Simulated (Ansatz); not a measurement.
# Which is lower?

Two isomers of CH$_{2}$BCl$_{2}$ (charge +1), closed shell, relaxed at PBE0-D4/def2-TZVP (vibrations not checked).

A:

| atom | x (Å) | y (Å) | z (Å) |
| --- | --- | --- | --- |
| Cl1 | -1.8333 | 0.7108 | -0.6330 |
| B2 | -0.1877 | 0.7817 | -0.1980 |
| C3 | 0.3788 | -0.6499 | 0.0961 |
| Cl4 | 0.4112 | -1.2905 | 1.5725 |
| H5 | 0.4918 | 1.7541 | -0.1340 |
| H6 | 0.7391 | -1.3062 | -0.7037 |

B:

B1  (0.471, 0.678, 0.242)
C2  (-0.378, -0.544, -0.194)
Cl3  (-1.860, -0.304, -0.851)
Cl4  (0.220, -2.056, 0.007)
H5  (1.206, 1.156, -0.563)
H6  (0.340, 1.071, 1.359)
(Å)

Ansatz 0.2.0; basis: def2-TZVPP; cores frozen in the correlated methods. B3LYP uses VWN-RPA correlation.

Problem. Which structure is lower at CCSD(T), and by how much? (Judge from chemistry; the value comes from the calculation.)

Solution. By the calculation: A, by 1.095 eV (electronic energy, against the other). By their contacts, A is CH₂BCl₂ ([Cl][BH][CH][Cl]), total charge +1 and B is CH₂BCl₂ ([BH2][C]([Cl])[Cl]), total charge +1.

All methods give the same order:

```
   method  E(B) − E(A) (eV)
   PBE-D4             0.912
r2SCAN-D4             0.948
  PBE0-D4             0.992
 B3LYP-D4             0.988
  wB97M-V             1.058
       HF             1.219
      MP2             1.049
     CCSD             1.124
  CCSD(T)             1.095
```

No T1 diagnostic of these runs exceeds 0.021.

Labels in which every atom is bracketed show which atoms are joined, not bond orders.
